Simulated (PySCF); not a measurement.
A search over the determinants of CsSi

Unrestricted PBE0; PySCF, scalar-relativistic core potentials, basis sets Cs def2-SVP with ECP46, Si def2-SVP. Outer shells of the fragments: Cs 6s1; Si 3s2 3p2.

Followed along the bond (rough minima from three points):

```csv
2Ms+1,unpaired,⟨S²⟩ at the start,R at minimum (Å),Te (eV)
4,"σ ↑, π ↑↑",3.75,3.36,0.00
2,"σ ↓, π ↑↑",1.76,3.38,0.48
2,"σ ↑, π ↑↓",1.76,3.37,0.49
2,σ ↑,0.75,3.37,1.32
2,π ↑,0.78,none in the scan,≤ 0.98
```

Solutions found at the starting distance of 3.320 Å, counted from the lowest of them; the search is not exhaustive and high or unbound solutions are not listed, so other states can lie among these:

| 2Ms+1 | unpaired | term | E (eV) | ⟨S²⟩ | ⟨Lz²⟩ | μ (D) |
| --- | --- | --- | --- | --- | --- | --- |
| 4 | σ ↑, π ↑↑ | ⁴Σ⁻ | 0.00 | 3.75 | 0.00 | -10.17 |
| 2 | σ ↓, π ↑↑ | mixed | 0.48 | 1.76 | 0.00 | -9.54 |
| 2 | σ ↑, π ↑↓ | mixed | 0.49 | 1.76 | 2.02 | -9.86 |
| 2 | π ↑ | ²Π | 1.08 | 0.78 | 1.01 | -7.04 |
| 2 | σ ↑ | mixed | 1.32 | 0.75 | 2.00 | -9.61 |
| 2 | π ↑ | ²Π | 1.49 | 0.75 | 1.02 | -10.44 |
| 4 | σ ↑↑, π ↑ | ⁴Π | 2.04 | 3.75 | 1.01 | 2.15 |
| 4 | σ ↑, π ↑↑ | mixed | 3.14 | 3.75 | 2.01 | 3.50 |
| 4 | π ↑↑↑ | ⁴Π | 3.23 | 3.75 | 1.00 | 4.07 |
| 4 | π ↑↑, δ ↑ | ⁴Δ | 3.66 | 3.76 | 4.00 | 0.47 |

A term symbol is given only where ⟨S²⟩ and ⟨Lz²⟩ are close to those of a pure state; real π, δ and φ orbitals otherwise mix terms. A positive dipole means Cs(−)Si(+).

Spin–orbit coupling is left out.
